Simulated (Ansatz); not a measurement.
`F[SiH2][InH2]` + CH₃OH → `C[O][InH2]` + `F[SiH3]`  (cleavage of the In–Si bond)

Program: Ansatz. Geometries: PBE0-D4/def2-TZVP. ΔE: electronic, gas phase. CBS: MP2 limit from def2 TZ/QZ plus the TZ coupled-cluster correction, frozen cores. This one scheme is used for every species. Functionals use def2-TZVPP. Elements past krypton have def2 core potentials. For In outer-core shells are correlated without core-valence functions, which leaves a few kJ/mol of doubt a bond.

```
             level  ΔE (kJ/mol)  difference from CCSD(T)/CBS
            B2PLYP        -26.8                         -0.9
               PBE        -10.9                         15.0
              BLYP        -25.4                          0.5
              PBE0         -6.1                         19.8
             BHLYP        -19.5                          6.4
      MP2/def2-SVP        -35.5                         -9.6
  CCSD(T)/def2-SVP        -28.2                         -2.3
    MP2/def2-TZVPP        -29.4                         -3.5
CCSD(T)/def2-TZVPP        -24.1                          1.8
      HF/CBS(def2)        -23.8                          2.1
       CCSD(T)/CBS        -25.9                            0
```

**Question.** What do rigid-rotor, harmonic-oscillator terms from PBE0-D4/def2-TZVP frequencies (298.15 K, 1 bar) make of the CCSD(T)/CBS value? (An estimate is asked.)

**Answer.** Ansatz gave: ΔZPE = -6.3 kJ/mol, ΔH = -33.5 kJ/mol, ΔS = -17 J/(mol·K), ΔG = -28.5 kJ/mol.

Largest T1 diagnostic among the species: 0.017.

From PBE to PBE0 (25 % exact exchange), in def2-TZVPP and without D4, ΔE moves by +4.9 kJ/mol. Leaving LDA and LC-ωPBE aside and taking each functional with its dispersion term where it has one, the values, not all of them listed here, spread over 21.0 kJ/mol, from BLYP-D4 to HSE06-D4.
